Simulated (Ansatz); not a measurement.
Cost and result for the atomization energy of `CC(C)(C)C(=O)CC=O` (21 atoms, 20 bonds).

Z-matrix (Å, degrees):
```
C
C 1 1.532
H 1 1.093 2 111.2
H 1 1.093 2 109.3 3 -118.9
H 1 1.092 2 112.6 3 121.4
C 2 1.521 1 110.1 3 58.5
C 2 1.531 1 110.0 3 179.7
C 2 1.523 1 108.4 3 -61.3
H 6 1.093 2 109.8 1 60.6
H 6 1.091 2 111.2 1 -59.5
H 6 1.091 2 111.2 1 -179.3
H 7 1.092 2 112.4 1 56.6
H 7 1.093 2 111.2 1 178.3
H 7 1.093 2 109.3 1 -62.7
O 8 1.205 2 122.9 1 120.3
C 8 1.523 2 118.2 1 -57.4
C 16 1.509 8 109.2 2 112.4
H 16 1.088 8 114.7 2 -10.6
H 16 1.095 8 106.2 2 -132.2
O 17 1.198 16 123.8 8 -127.5
H 17 1.108 16 114.5 8 51.9
```

Total charge 0; spin multiplicity 1. All single points use the PBE0-D4/def2-TZVP geometry. It is one conformer, not always the lowest. Program: Ansatz. All runs use 4 threads of an AMD EPYC 7R13 on a shared host and a share of an NVIDIA H100 80 GB. Times are those of one run each, without the atoms' runs, and a repeat can differ threefold. Electronic energies, without spin–orbit coupling; frozen cores. CCSD(T)/CBS adds CCSD(T) − MP2 in def2-TZVPP to the MP2 limit, and its time is that of the two runs behind it. T1 = 0.014. HSE06 is the plane-wave form, built on full-range PBE exchange.

CCSD(T)/CBS is a level of theory with its own doubt, some kJ/mol a heavy atom from the limit and from the frozen cores, so smaller differences don't rank the functionals.

```csv
level,functions,wall time
CCSD(T)/def2-SVP,186,3.7 s
B97M-V/def2-TZVPP,447,4.6 s
CAM-B3LYP-D4/def2-TZVPP,447,5.5 s
B2PLYP/def2-TZVPP,447,6 s
r2SCAN-D4/def2-TZVPP (with forces),447,6.5 s
BLYP-D4/def2-TZVPP,447,7 s
ωB97X-V/def2-TZVPP,447,7.5 s
r2SCANh-D4/def2-TZVPP,447,8 s
HSE06-D4/def2-TZVPP,447,8 s
PBE-D4/def2-TZVPP (with forces),447,9.5 s
MP2/def2-QZVPP,873,18 s
CCSD(T)/def2-TZVPP,447,39 s
CCSD(T)/CBS(def2),–,56 s
```

Q: What atomization energy does each give, and how far from CCSD(T)/CBS? (Best estimate.)

A: Ansatz gave: 
```tsv
level	atomization (kcal/mol)	difference from CCSD(T)/CBS	per bond
CCSD(T)/def2-SVP	2042.2	-77.6	-3.9
B97M-V/def2-TZVPP	2125.1	5.3	0.3
CAM-B3LYP-D4/def2-TZVPP	2130.5	10.7	0.5
B2PLYP/def2-TZVPP	2100.9	-18.9	-0.9
r2SCAN-D4/def2-TZVPP (with forces)	2130.2	10.4	0.5
BLYP-D4/def2-TZVPP	2122.0	2.2	0.1
ωB97X-V/def2-TZVPP	2124.9	5.1	0.3
r2SCANh-D4/def2-TZVPP	2116.5	-3.3	-0.2
HSE06-D4/def2-TZVPP	2140.2	20.4	1.0
PBE-D4/def2-TZVPP (with forces)	2181.3	61.5	3.1
MP2/def2-QZVPP	2141.0	21.2	1.1
CCSD(T)/def2-TZVPP	2071.8	-48.0	-2.4
CCSD(T)/CBS(def2)	2119.8	0.0	0.0
```

The D4 term adds +19.3 kcal/mol with B3LYP and +10.5 kcal/mol with PBE0; it sums over pairs of atoms, weighted by their polarisabilities, and B3LYP, whose exchange is more repulsive, gets the larger term. Leaving LDA and LC-ωPBE aside and taking each functional with its dispersion term where it has one, the values, not all of them listed here, spread over 127.0 kcal/mol, from BHLYP-D4 to PBE-D4. LDA lies +274.1 kcal/mol from PBE without D4, its usual overbinding. From r2SCAN to r2SCAN0 (25 % exact exchange), in def2-TZVPP and without D4, the atomization energy moves by −33.8 kcal/mol: exact exchange takes away binding that semilocal exchange gives to molecules.

B3LYP here is the variant with VWN-RPA as its local correlation; programs differ in this.
